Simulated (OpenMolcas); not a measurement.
Ta3+ (d2) among equal point charges was computed by CASSCF with the d shell active (OpenMolcas, ANO-RCC-VTZP on the metal). Its lowest spin-free states, and all those of the highest spin:

```
2S+1  Degeneracy  E (cm-1)
   3           1       0.0
   1           2     10099
   3           3     10883
   3           3     16831
   1           1     17325
   1           3     21193
   1           3     24432
   3           3     26769
   1           3     34984
   1           2     35122
   1           1     52798
```

Q: Is the site octahedral, tetrahedral or cube-like, axial, or of lower symmetry?

A: The states with 2S+1 = 3 have orbital degeneracies 1, 3, 3, 3. Threefold states need a cubic site. For d2 at this spin an octahedron puts the threefold T1 below the threefold T2 and a tetrahedron or cube puts the single A2 below the threefold T2, so the site is a tetrahedron or a cube, which this pattern cannot tell apart. The first gap at this spin, 10900 cm-1, is |10Dq| in ligand-field theory. The run had Ta3+ among 8 point charges of -1.2 e arranged as a cube (Oh), 2.08 Å from the ion.

Without dynamic correlation the repulsion within the d shell is too large (B by tens of per cent), so at a given field states of lower spin stand too high. This is an electrostatic model: the charges have no orbitals. No measured value stands beside these numbers.
